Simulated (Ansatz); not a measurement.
Ansatz (a program for electronic structure) input for C2H4Cl2Si2, SMILES [SiH](Cl)(C#C[SiH3])Cl, PBE-D3(BJ)/def2-SVP. 

Ansatz 0.2 input:
```yaml
crystal:
  periodic: [false, false, false]
  atoms:
    - {symbol: Si, position_ang: [3.70922017, -0.02579609, 0.56935837]}
    - {symbol: C, position_ang: [1.87202330, -0.11827289, 0.46084375]}
    - {symbol: C, position_ang: [0.65152927, -0.17617737, 0.38284712]}
    - {symbol: Si, position_ang: [-1.16264792, -0.27206838, 0.28298892]}
    - {symbol: Cl, position_ang: [-1.93683379, 1.64150910, 0.27780460]}
    - {symbol: Cl, position_ang: [-1.68887449, -1.23228162, -1.46693884]}
    - {symbol: H, position_ang: [4.22390185, 0.75100231, -0.59032138]}
    - {symbol: H, position_ang: [4.26539439, -1.40564049, 0.54443400]}
    - {symbol: H, position_ang: [4.08540866, 0.64916584, 1.84090974]}
    - {symbol: H, position_ang: [-1.73099100, -1.01459074, 1.42525232]}
basis:
  gaussian:
    orbitals: def2-SVP
hamiltonian:
  xc: pbe
  dispersion: d3bj
relax: {f_tol: 0.002, max_steps: 200}
```

Output:

```
WARN ansatz: RAYON_NUM_THREADS=1 ignored (pool sized by the plan → 1); use --threads N
Functional definition: PBE
integrals: 0.07 GiB planned
1330 factors; their error is unknown
mean field: 0.34 GiB planned
mean field evaluation 1: about -42899.3736 eV, gradient 4.4e1 eV
mean field evaluation 2: about -42886.2051 eV, gradient 7.9e1 eV
mean field evaluation 4: about -42904.1515 eV, gradient 2.1e1 eV
mean field evaluation 8: about -42905.2164 eV, gradient 2.2e-1 eV
mean field evaluation 16: about -42905.1222 eV, gradient 7.9e-5 eV
mean field -42905.12215518 eV, -1576.7341570667 hartree, gradient 1.1e-5 eV, S^2 0.000000; 0 other end points of the search recorded, 0 dependent functions left out
the calculation of the forces begins
reference -42905.12219616 eV, -1576.7341585726 hartree; 39, 39 occupied and 81, 81 virtual orbitals, 1330 factors
relax step   1: F+E_penalty+E_count = -42905.41461420 eV  Δ(F+E_penalty+E_count) = +0.000e0 eV  max|allowed force component| = 1.154e0 eV/Å  Δτ_max = 0.0000 Å  (27 SCF iters, accepted)
these checks for a lower state are left out or cut short: starts, cluster_reference, orbital_swaps, neighbouring_geometries, increment
integrals: 0.07 GiB planned
1330 factors; their error is unknown
mean field: 0.34 GiB planned
mean field -42905.13772919 eV, -1576.7347294009 hartree, gradient 8.7e-6 eV, S^2 0.000000; 0 other end points of the search recorded, 0 dependent functions left out
the calculation of the forces begins
reference -42905.13777027 eV, -1576.7347309105 hartree; 39, 39 occupied and 81, 81 virtual orbitals, 1330 factors
relax step   2: F+E_penalty+E_count = -42905.42902449 eV  Δ(F+E_penalty+E_count) = -1.441e-2 eV  max|allowed force component| = 5.979e-2 eV/Å  Δτ_max = 0.0155 Å  (29 SCF iters, accepted)
these checks for a lower state are left out or cut short: starts, cluster_reference, orbital_swaps, neighbouring_geometries, increment
integrals: 0.07 GiB planned
1330 factors; their error is unknown
mean field: 0.34 GiB planned
mean field -42905.13835181 eV, -1576.7347522817 hartree, gradient 6.3e-6 eV, S^2 0.000000; 0 other end points of the search recorded, 0 dependent functions left out
the calculation of the forces begins
reference -42905.13839290 eV, -1576.7347537918 hartree; 39, 39 occupied and 81, 81 virtual orbitals, 1330 factors
relax step   3: F+E_penalty+E_count = -42905.42953032 eV  Δ(F+E_penalty+E_count) = -5.058e-4 eV  max|allowed force component| = 1.778e-2 eV/Å  Δτ_max = 0.0047 Å  (23 SCF iters, accepted)
these checks for a lower state are left out or cut short: starts, cluster_reference, orbital_swaps, neighbouring_geometries, increment
integrals: 0.07 GiB planned
1330 factors; their error is unknown
mean field: 0.34 GiB planned
mean field evaluation 32: about -42905.2345 eV, gradient 1.3e-1 eV
mean field -42905.13838434 eV, -1576.7347534773 hartree, gradient 3.3e-5 eV, S^2 0.000000; 0 other end points of the search recorded, 0 dependent functions left out
the calculation of the forces begins
reference -42905.13842544 eV, -1576.7347549875 hartree; 39, 39 occupied and 81, 81 virtual orbitals, 1330 factors
relax step   4: F+E_penalty+E_count = -42905.42954001 eV  Δ(F+E_penalty+E_count) = -9.694e-6 eV  max|allowed force component| = 5.354e-3 eV/Å  Δτ_max = 0.0009 Å  (19 SCF iters, accepted)
these checks for a lower state are left out or cut short: starts, cluster_reference, orbital_swaps, neighbouring_geometries, increment
integrals: 0.07 GiB planned
1330 factors; their error is unknown
mean field: 0.34 GiB planned
mean field -42905.13839080 eV, -1576.7347537145 hartree, gradient 2.0e-5 eV, S^2 0.000000; 0 other end points of the search recorded, 0 dependent functions left out
the calculation of the forces begins
reference -42905.13843189 eV, -1576.7347552245 hartree; 39, 39 occupied and 81, 81 virtual orbitals, 1330 factors
relax step   5: F+E_penalty+E_count = -42905.42954434 eV  Δ(F+E_penalty+E_count) = -4.328e-6 eV  max|allowed force component| = 5.213e-3 eV/Å  Δτ_max = 0.0029 Å  (21 SCF iters, accepted)
these checks for a lower state are left out or cut short: starts, cluster_reference, orbital_swaps, neighbouring_geometries, increment
integrals: 0.07 GiB planned
1330 factors; their error is unknown
mean field: 0.34 GiB planned
mean field -42905.13841241 eV, -1576.7347545086 hartree, gradient 6.7e-5 eV, S^2 0.000000; 0 other end points of the search recorded, 0 dependent functions left out
the calculation of the forces begins
reference -42905.13845349 eV, -1576.7347560185 hartree; 39, 39 occupied and 81, 81 virtual orbitals, 1330 factors
relax step   6: F+E_penalty+E_count = -42905.42954621 eV  Δ(F+E_penalty+E_count) = -1.862e-6 eV  max|allowed force component| = 1.201e-3 eV/Å  Δτ_max = 0.0014 Å  (19 SCF iters, accepted)
integrals: 0.07 GiB planned
1330 factors; their error is unknown
mean field: 0.34 GiB planned
mean field evaluation 64: about -42905.1384 eV, gradient 1.2e-5 eV
mean field -42905.13841241 eV, -1576.7347545086 hartree, gradient 6.7e-5 eV, S^2 0.000000; 1 other end points of the search recorded, 0 dependent functions left out
the calculation of the forces begins
reference -42905.13845349 eV, -1576.7347560185 hartree; 39, 39 occupied and 81, 81 virtual orbitals, 1330 factors
Total energy: -42905.42958729 eV, -1576.7454549883 hartree
Atom 0 at     3.716542    -0.025553     0.570002 Å, force     0.000509    -0.000333     0.000635 eV/Å
Atom 1 at     1.878666    -0.115515     0.457165 Å, force    -0.000453     0.000164    -0.000362 eV/Å
Atom 2 at     0.645788    -0.172989     0.376692 Å, force    -0.001201    -0.000124     0.000014 eV/Å
Atom 3 at    -1.173308    -0.271394     0.280354 Å, force     0.001158     0.000427    -0.000432 eV/Å
Atom 4 at    -1.950213     1.646206     0.277420 Å, force    -0.000055     0.000175     0.000136 eV/Å
Atom 5 at    -1.701643    -1.235829    -1.472219 Å, force    -0.000024    -0.000233    -0.000019 eV/Å
Atom 6 at     4.242253     0.757397    -0.597689 Å, force    -0.000481    -0.000059     0.000031 eV/Å
Atom 7 at     4.277646    -1.417720     0.546193 Å, force     0.000204    -0.000241    -0.000308 eV/Å
Atom 8 at     4.095943     0.654171     1.853580 Å, force     0.000171     0.000389     0.000119 eV/Å
Atom 9 at    -1.743543    -1.021924     1.435681 Å, force     0.000173    -0.000167     0.000186 eV/Å
Dipole moment:     0.307867    -0.080839     0.176869 e Å
```

Self-consistency was reached.

Cost: about 30 core-seconds (a rough figure).
